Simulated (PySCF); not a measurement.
PySCF input file for C2H7InO2, SMILES [OH][In]([OH])[CH2]C, TDA-PBE/def2-SVPD. Geometry: B3LYP-D3(BJ)/def2-SVP. The structure was generated by enumeration; whether it is a known compound was not checked. The def2 effective core potentials stand for the cores of In; spin–orbit coupling is left out. One conformer was computed; it need not be the lowest.

```python
import numpy as np
from pyscf import gto, scf, dft, tdscf

mol = gto.M(
    atom='''
    In    0.15864646    0.12670016    0.22245881
    C    -0.38264595   -1.60860878   -0.97419373
    C    -1.42159192   -1.34688013   -2.06340719
    H    -0.72697321   -2.36292543   -0.24949050
    H     0.56682896   -1.97912274   -1.39125576
    H    -1.07607776   -0.59797104   -2.79422466
    H    -2.37518029   -0.98328680   -1.64769228
    H    -1.64576342   -2.26916897   -2.62733516
    O     1.50741215    0.05460503    1.71052354
    H     1.60929738    0.92559443    2.12043616
    O    -0.52232546    2.02561770    0.10303567
    H    -1.18107485    2.14972453   -0.59378733
    ''',
    basis='def2-SVPD',
    ecp={'In': 'def2-svp'},
    charge=0,
    spin=0,
    max_memory=1600,
    verbose=4,
)
mf = dft.RKS(mol, xc='pbe').density_fit(auxbasis='def2-universal-jkfit')
mf.grids.level = 3
mf.conv_tol = 1e-9
mf.max_cycle = 100
mf.kernel()
mf.grids = dft.Grids(mol).set(level=1).build(with_non0tab=True)  # coarser grid for the response kernel
td = tdscf.TDA(mf)
td.singlet = True
td.nstates = 10
td.conv_tol = 1e-4
td.positive_eig_threshold = 1e-6
td.kernel(x0=td.get_init_guess(mf, 15))
td.analyze()
tt = tdscf.TDA(mf)
tt.singlet = False
tt.nstates = 4
tt.conv_tol = 1e-4
tt.positive_eig_threshold = 1e-6
tt.kernel(x0=tt.get_init_guess(mf, 9))
tt.analyze(verbose=3)
```

Log of the run:

```
PySCF version 2.14.0

[INPUT] verbose = 4
[INPUT] num. atoms = 12
[INPUT] num. electrons = 56
[INPUT] charge = 0
[INPUT] spin (= nelec alpha-beta = 2S) = 0
[INPUT] symmetry False subgroup None
[INPUT] Mole.unit = angstrom
[INPUT] Symbol           X                Y                Z      unit          X                Y                Z       unit  Magmom
[INPUT]  1 In     0.158646460000   0.126700160000   0.222458810000 AA    0.299798360032   0.239428602339   0.420386224897 Bohr   0.0
[INPUT]  2 C     -0.382645950000  -1.608608780000  -0.974193730000 AA   -0.723096048174  -3.039830035771  -1.840959341968 Bohr   0.0
[INPUT]  3 C     -1.421591920000  -1.346880130000  -2.063407190000 AA   -2.686419389695  -2.545234568319  -3.899274472558 Bohr   0.0
[INPUT]  4 H     -0.726973210000  -2.362925430000  -0.249490500000 AA   -1.373780266796  -4.465281915470  -0.471468715681 Bohr   0.0
[INPUT]  5 H      0.566828960000  -1.979122740000  -1.391255760000 AA    1.071151493872  -3.739999945499  -2.629092355624 Bohr   0.0
[INPUT]  6 H     -1.076077760000  -0.597971040000  -2.794224660000 AA   -2.033492255135  -1.130001496021  -5.280319337906 Bohr   0.0
[INPUT]  7 H     -2.375180290000  -0.983286800000  -1.647692280000 AA   -4.488440244565  -1.858142753900  -3.113687146760 Bohr   0.0
[INPUT]  8 H     -1.645763420000  -2.269168970000  -2.627335160000 AA   -3.110042129628  -4.288107883661  -4.964943889840 Bohr   0.0
[INPUT]  9 O      1.507412150000   0.054605030000   1.710523540000 AA    2.848596120342   0.103188551724   3.232421020222 Bohr   0.0
[INPUT] 10 H      1.609297380000   0.925594430000   2.120436160000 AA    3.041131301180   1.749119975123   4.007043607024 Bohr   0.0
[INPUT] 11 O     -0.522325460000   2.025617700000   0.103035670000 AA   -0.987052067287   3.827862686071   0.194709197361 Bohr   0.0
[INPUT] 12 H     -1.181074850000   2.149724530000  -0.593787330000 AA   -2.231907999112   4.062390604959  -1.122095429937 Bohr   0.0

nuclear repulsion = 262.964137375172
number of shells = 74
number of NR pGTOs = 263
number of NR cGTOs = 174
basis = def2-SVPD
ecp = {'In': 'def2-svp'}


[settings echo left out]
init E= -399.228060848538
  HOMO = -0.620784854292708  LUMO = -0.568713816963549  gap/eV = 1.41693
cycle= 1 E= -419.05807624515  delta_E= -19.8  |g|= 2.54  |ddm|= 16.2
  HOMO = 0.0462739713365437  LUMO = 0.0518258813115039  gap/eV = 0.15108
cycle= 2 E= -361.42717821595  delta_E= 57.6  |g|= 11.8  |ddm|= 96.5
  HOMO = -0.232448503792753  LUMO = -0.100148386451512  gap/eV = 3.60007
cycle= 3 E= -420.479897733339  delta_E= -59.1  |g|= 0.758  |ddm|= 96.5
  HOMO = -0.170199680614814  LUMO = -0.086284163286102  gap/eV = 2.28346
cycle= 4 E= -420.291225324034  delta_E= 0.189  |g|= 1.19  |ddm|= 2.02
  HOMO = -0.230900224749542  LUMO = -0.071686167998454  gap/eV = 4.33244
cycle= 5 E= -420.588753085821  delta_E= -0.298  |g|= 0.295  |ddm|= 1.26
  HOMO = -0.220317488272183  LUMO = -0.0727963076211111  gap/eV = 4.01426
cycle= 6 E= -420.603321479255  delta_E= -0.0146  |g|= 0.132  |ddm|= 0.435
  HOMO = -0.24008182548993  LUMO = -0.0776944251292093  gap/eV = 4.41879
cycle= 7 E= -420.606921759232  delta_E= -0.0036  |g|= 0.0376  |ddm|= 0.182
  HOMO = -0.23778794878219  LUMO = -0.0790756830615429  gap/eV = 4.31878
cycle= 8 E= -420.607163588476  delta_E= -0.000242  |g|= 0.0205  |ddm|= 0.0672
  HOMO = -0.238165879212453  LUMO = -0.0784172308078936  gap/eV = 4.34698
cycle= 9 E= -420.607263245552  delta_E= -9.97e-05  |g|= 0.00524  |ddm|= 0.0294
  HOMO = -0.237821911810136  LUMO = -0.0783764856664604  gap/eV = 4.33873
cycle= 10 E= -420.60727117939  delta_E= -7.93e-06  |g|= 0.00144  |ddm|= 0.00964
  HOMO = -0.237790593296205  LUMO = -0.0783053780668936  gap/eV = 4.33981
cycle= 11 E= -420.607271702052  delta_E= -5.23e-07  |g|= 0.000186  |ddm|= 0.00185
  HOMO = -0.237799788579218  LUMO = -0.0783088059293533  gap/eV = 4.33997
cycle= 12 E= -420.607271710984  delta_E= -8.93e-09  |g|= 4.2e-05  |ddm|= 0.000394
  HOMO = -0.237800507885964  LUMO = -0.0783088698868859  gap/eV = 4.33999
cycle= 13 E= -420.60727171132  delta_E= -3.36e-10  |g|= 1.87e-05  |ddm|= 9.46e-05
  HOMO = -0.237801954528195  LUMO = -0.0783097011503777  gap/eV = 4.34001
Extra cycle  E= -420.60727171087  delta_E= 4.5e-10  |g|= 4.94e-05  |ddm|= 6.97e-05
converged SCF energy = -420.60727171087
tot grids = 46112
Overwritten attributes  positive_eig_threshold  of <class 'pyscf.tdscf.rks.TDA'>


******** <class 'pyscf.tdscf.rks.TDA'> for <class 'pyscf.df.df_jk.DFRKS'> ********
nstates = 10 singlet
deg_eia_thresh = 1.000e-03
wfnsym = None
conv_tol = 0.0001
eigh lindep = 1e-12
eigh level_shift = 0
eigh max_cycle = 100


Excitation energies (eV)
[4.44165958 4.93975454 5.11685569 5.27606655 5.40304639 5.75160283
 5.93933083 6.03416185 6.1028885  6.42413077]

** Singlet excitation energies and oscillator strengths **
Excited State   1:      4.44166 eV    279.14 nm  f=0.0003
      28 -> 29        0.70604
Excited State   2:      4.93975 eV    250.99 nm  f=0.0389
      26 -> 29       -0.70004
Excited State   3:      5.11686 eV    242.31 nm  f=0.0200
      25 -> 29        0.47542
      27 -> 29        0.20718
      28 -> 30        0.47550
Excited State   4:      5.27607 eV    234.99 nm  f=0.1380
      25 -> 29        0.17954
      26 -> 30        0.28950
      27 -> 29       -0.57700
      27 -> 33        0.10576
      28 -> 30        0.11890
Excited State   5:      5.40305 eV    229.47 nm  f=0.0096
      27 -> 30        0.70111
Excited State   6:      5.75160 eV    215.56 nm  f=0.0000
      25 -> 30       -0.70643
Excited State   7:      5.93933 eV    208.75 nm  f=0.0906
      25 -> 29       -0.40764
      25 -> 32        0.11140
      27 -> 31        0.27141
      28 -> 30        0.43850
Excited State   8:      6.03416 eV    205.47 nm  f=0.1316
      24 -> 29       -0.17741
      25 -> 31       -0.13756
      26 -> 30        0.57882
      27 -> 29        0.23190
      27 -> 32       -0.10464
      27 -> 33       -0.15709
Excited State   9:      6.10289 eV    203.16 nm  f=0.0208
      28 -> 31       -0.70202
Excited State  10:      6.42413 eV    193.00 nm  f=0.0491
      24 -> 29        0.29836
      25 -> 29       -0.12278
      25 -> 31       -0.19956
      27 -> 31       -0.56578
      28 -> 30        0.12469

** Transition electric dipole moments (AU) **
state          X           Y           Z        Dip. S.      Osc.
  1         0.0351      0.0106     -0.0313      0.0023      0.0003
  2        -0.4129     -0.1250      0.3682      0.3216      0.0389
  3         0.0159     -0.3833     -0.1125      0.1599      0.0200
  4         0.3219      0.7610      0.6203      1.0675      0.1380
  5        -0.1961     -0.0596      0.1750      0.0726      0.0096
  6         0.0093      0.0027     -0.0079      0.0002      0.0000
  7        -0.4829      0.5028     -0.3693      0.6225      0.0906
  8        -0.2192     -0.7647     -0.5074      0.8903      0.1316
  9         0.2706      0.0852     -0.2420      0.1391      0.0208
 10        -0.3769      0.2220     -0.3474      0.3120      0.0491

WARN: ECP detected. Skipping calculation of transition velocity and magnetic dipole moments, which have not yet been implemented.



******** <class 'pyscf.tdscf.rks.TDA'> for <class 'pyscf.df.df_jk.DFRKS'> ********
nstates = 4 triplet
deg_eia_thresh = 1.000e-03
wfnsym = None
conv_tol = 0.0001
eigh lindep = 1e-12
eigh level_shift = 0
eigh max_cycle = 100


Excitation energies (eV)
[4.18641849 4.23246745 4.57935913 4.71334653]

** Triplet excitation energies and oscillator strengths **
Excited State   1:      4.18642 eV    296.16 nm  f=0.0000
Excited State   2:      4.23247 eV    292.94 nm  f=0.0000
Excited State   3:      4.57936 eV    270.75 nm  f=0.0000
Excited State   4:      4.71335 eV    263.05 nm  f=0.0000
```

Self-consistency was reached.
